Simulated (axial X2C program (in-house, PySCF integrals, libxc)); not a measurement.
## MnH⁻: from the spin-free to the two-component result

Computed with an in-house relativistic program for diatomic molecules. Spin-free means the one-electron spin-free X2C Hamiltonian; two-component (2c) means X2C with spin–orbit coupling and atomic mean-field two-electron Coulomb and Gaunt terms, so the difference of the two also holds small scalar two-electron terms. Basis: Mn dyall-acv3z [10s11p7d4f2g], H dyall-av3z [7s3p2d] (cores contracted in-house); Gaussian nuclei, density fitting, unrestricted open shells. Masses: Mn 54.938 u, H 1.008 u.

Spin-free state: M_S = 5/2, Λ = 0 (beyond evenly filled blocks: σα, π+α, π-α, δ+α, δ-α); fragments Mn- + H for PBE0, HF, CCSD, CCSD(T); Mn + H- for PW91.

```tsv
level	Re (Å)	ωe (cm⁻¹)	De (eV)	μ (D)
PBE0	1.763	1258.3	n/a	2.05
HF	1.834	1298.5	n/a	6.58
CCSD	1.877	1072.5	n/a	n/a
CCSD(T)	1.878	1062.3	n/a	n/a
PW91	1.699	1358.6	2.211	2.05
```

Correlated methods: 9 electrons correlated (number of frozen shells: Mn 3 s, 2 p; H none), 243 virtual spin orbitals or spinors in MP2, 90 natural virtuals in coupled cluster.

Dipoles are positive if H is the positive end and refer to the centre of mass.

Two-component determinant lowest at the distance of the search:

Ω = 5/2 (⟨Sz⟩ = 2.50, ⟨Lz⟩ = 0.00 at HF); fragments Mn- + H for PBE0, HF, CCSD, CCSD(T); Mn + H- for PW91.

```csv
level,Re (Å),ωe (cm⁻¹),De (eV),μ (D)
PBE0,1.762,1257.8,n/a,2.05
HF,1.834,1297.3,n/a,6.58
CCSD,1.877,1071.9,n/a,n/a
CCSD(T),1.878,1061.8,n/a,n/a
PW91,1.698,1358.1,2.212,2.05
```

Question: From the two tables, how do the constants change at the CCSD(T) level (2c against spin-free)?

Answer: At the CCSD(T) level Re is unchanged within 0.001 Å and ωe decreases by 0.5 cm⁻¹.

One determinant describes the state; a PBE0 search over occupations chose it and may have missed a lower one. De is counted from the lowest determinant-based energies of the atoms at the same level, without counterpoise correction. De is not given where an atomic determinant may have missed its ground term or J level, or where the truncated virtual space spoils (T). Density functionals use the spin component along the axis (collinear). Coupled cluster ran in a truncated set of natural virtual spinors; the MP2 energy of the rest was added. (T) has no such correction and the atoms are truncated less, which lowers De at CCSD(T) by a hundredth of an eV or more. The highest occupied level is positive at some bond lengths even in Hartree–Fock (under at least one Hamiltonian), so the basis set holds the extra electron there; where that holds at Re the anion is at best weakly bound and its constants depend on the basis. Other states lie close and PBE0, whose exact exchange favours high spin, may order them wrongly; the determinant shown need not be the ground state. The nearest other spin-free determinant of the search, M_S = 3/2, Λ = 1, lies 1.00 eV up at the distance of the search. The functionals have no current-density term, which raises determinants with orbital currents, atoms included. With several unpaired electrons one determinant need not be a pure state. This is the top spin component of a Σ state; components of lower Ω are not single determinants and can lie lower. The determinant is spin-polarised beyond a pure state at some levels (its spin-free form has ⟨S²⟩ too high), which makes Re and μ there less reliable. The T1 diagnostic is large, a sign of multireference character.
